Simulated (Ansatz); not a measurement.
Frontier orbitals of `F[C@H]1[C@H](F)[C@@H](F)[C@@H]1F`.

The species carries charge 0 and has multiplicity 1. The structure was optimised at the PBE0-D4/def2-TZVP level. Basis def2-TZVPP, Ansatz.

| functional | HOMO (eV) | LUMO (eV) |
| --- | --- | --- |
| B97M-V | -8.03 | -0.29 |

(1) Give HOMO and LUMO (eV) with LDA (SPW92), PBE, revPBE, BLYP, r2SCAN, PBE0, B3LYP, r2SCANh, r2SCAN0, HSE06 (plane-wave form), BHLYP, CAM-B3LYP, LC-ωPBE, ωB97X-V, ωB97M-V. (Best estimate.)

Results:

(1) Computed: 
| functional | HOMO | LUMO |
| --- | --- | --- |
| LDA (SPW92) | -7.70 | -0.89 |
| PBE | -7.48 | -0.62 |
| revPBE | -7.39 | -0.52 |
| BLYP | -7.42 | -0.50 |
| r2SCAN | -7.85 | -0.26 |
| PBE0 | -9.21 | 0.44 |
| B3LYP | -8.98 | 0.17 |
| r2SCANh | -8.50 | 0.12 |
| r2SCAN0 | -9.46 | 0.68 |
| HSE06 (plane-wave form) | -8.80 | 0.06 |
| BHLYP | -10.90 | 1.45 |
| CAM-B3LYP | -10.72 | 1.50 |
| LC-ωPBE | -11.99 | 2.74 |
| ωB97X-V | -11.66 | 2.63 |
| ωB97M-V | -11.58 | 2.34 |

B3LYP here is the variant with VWN-RPA as its local correlation; programs differ in this. LC-ωPBE has ω = 0.4 bohr⁻¹. Positive LUMOs are unbound and depend on the basis.
